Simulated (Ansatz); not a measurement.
Ansatz (a first-principles code) was given this input:
Ansatz 0.2 input:
```yaml
crystal:
  periodic: [false, false, false]
  atoms:
    - {symbol: Ge, position_ang: [-0.00000000, -0.00000000, -1.55418152]}
    - {symbol: Te, position_ang: [0.00000000, 0.00000000, 0.95641940]}
basis:
  gaussian:
    orbitals: def2-SV_P_.json
hamiltonian:
  xc: pbe
total_charge: 1
magnetization: {spin_polarized: true, initial_magnetization: 1}
```
The basis file holds def2-SV(P) in the JSON format of the Basis Set Exchange.

Problem. What does this run give for the <S^2>, number of basis functions, total energy?

Solution. 
```
Quantity                          Result
-------------------------  -------------
<S^2>                              0.756
number of basis functions             58
total energy               -2344.1491 Eh
```
